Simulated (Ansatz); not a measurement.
Gas-phase electronic energies from Ansatz, PBE0-D4/def2-TZVP geometries. CCSD(T)/CBS is the MP2 limit (def2-TZVPP, def2-QZVPP) plus CCSD(T) − MP2 in def2-TZVPP, frozen cores. This one scheme is used for every species, atoms too. For atomizations the MP2-based limit and the directly extrapolated one differ by several kJ/mol either way, and by 10 to 25 for some Ge, Se and Sn compounds, so smaller differences from it don't rank the levels. Functionals use def2-TZVPP. HSE06 is defined as in plane-wave codes. Open shells (•) are unrestricted, without spin–orbit coupling. Spin–orbit coupling would lower the free atoms: a little for Cl, O, Si; clearly for Ge. For Ge outer-core shells are correlated without core-valence functions, so the limit isn't a true one: a few kJ/mol of doubt a bond, and 10 to 20 or more in all where bonds break to atoms. Scalar relativity is left out up to krypton. One conformer a species, not always the lowest.

Reaction (atomization): `O[SiH](Cl)[GeH2][Cl]` → 2 Cl• + Ge• + 4 H• + O• + Si•

```tsv
level	ΔE (kJ/mol)	difference from CCSD(T)/CBS
LDA (SPW92)	3232.5	382.5
BLYP-D4	2783.7	-66.3
HSE06-D4	2808.7	-41.3
CAM-B3LYP-D4	2816.0	-34.0
revPBE	2705.7	-144.3
r2SCAN0	2793.0	-57.0
CCSD/def2-TZVPP	2716.3	-133.7
CCSD(T)/def2-TZVPP	2763.5	-86.5
HF/def2-QZVPP	2049.3	-800.7
CCSD/CBS(def2)	2802.8	-47.2
CCSD(T)/CBS	2850.0	0
```

Largest T1 diagnostic among the species: 0.012.

From PBE to PBE0 (25 % exact exchange), in def2-TZVPP and without D4, ΔE moves by −33.7 kJ/mol: exact exchange takes away binding that semilocal exchange gives to molecules. The D4 term adds +45.0 kJ/mol with B3LYP and +23.8 kJ/mol with PBE0; it sums over pairs of atoms, weighted by their polarisabilities, and B3LYP, whose exchange is more repulsive, gets the larger term. At CCSD(T), def2-SVP lies −267.9 kJ/mol from the extrapolated value and def2-TZVPP −86.5 kJ/mol: correlation converges slowly with the basis, and small sets miss more of it in the bonded molecule than in its fragments.

B3LYP here is the variant with VWN-RPA as its local correlation; programs differ in this.
